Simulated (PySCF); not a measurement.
## Ta²⁺: ionisation energy

Ta²⁺ [Xe] 4f14 5d3 (4F) → Ta³⁺ [Xe] 4f14 5d2 (3F), as a difference of total energies. Calculation: PySCF 2.14, in aug-cc-pwCVDZ-PP with ECP60MDF (6s6p5d3f, 70 functions); a scalar-relativistic core potential. Correlated levels: valence: 5s2 5p6 frozen; valence and next inner shell: nothing frozen outside the core potential. The calculations carry no spin-orbit coupling.

```
                                method  ionisation energy (eV)
                                   UHF                  23.140
                                   LDA                  24.493
                                   PBE                  24.378
                                  PBE0                  24.272
                                r2SCAN                  24.286
                               wB97X-V                  23.878
                             CAM-B3LYP                  24.153
                                  PW91                  24.436
                               r2SCANh                  24.270
                         MP2 (valence)                  23.408
                     SCS-MP2 (valence)                  23.230
    MP2 (valence and next inner shell)                  23.735
SCS-MP2 (valence and next inner shell)                  23.549
```

How much does correlation contribute at MP2 (valence and next inner shell)?

23.735 − (23.140) = 0.595 eV, measured against UHF.

The reference lies between the lowest fine-structure levels, while these numbers refer to the centres of the terms.

Errors of the correlated levels include the incompleteness of this basis and the frozen core.

For comparison: 23.1 ± 1.6 eV (theoretical estimate listed by NIST; NIST Atomic Spectra Database, ionization energies).
